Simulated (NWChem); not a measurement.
Isomers of C$_{4}$H$_{6}$O, each optimised at B3LYP/6-31G* with NWChem, gas phase unless a solvent is named. Flexible species stand in one conformer each, which need not be the lowest. Pople sets run with spherical d functions. Relative energies count from the lowest isomer at each level and are electronic, without zero-point energy, on those geometries.

A: C1CC=CO1
B: C1OC(C)=C1
C: C=C1COC1
D: C1CC1C=O

```
quantity                                                        A     B     C     D
-----------------------------------------------------------  ----  ----  ----  ----
relative energy, M06-2X/def2-SVP (kcal/mol)                   0.0  20.0  25.3   0.4
relative energy, CAM-B3LYP/def2-SVP (kcal/mol)                0.0  19.7  24.6   2.7
highest harmonic frequency (cm⁻¹), B3LYP/6-31G*              3271  3296  3239  3253
SMD solvation free energy in water, B3LYP/6-31G* (kcal/mol)  -1.4  -2.3  -2.4  -3.4
```
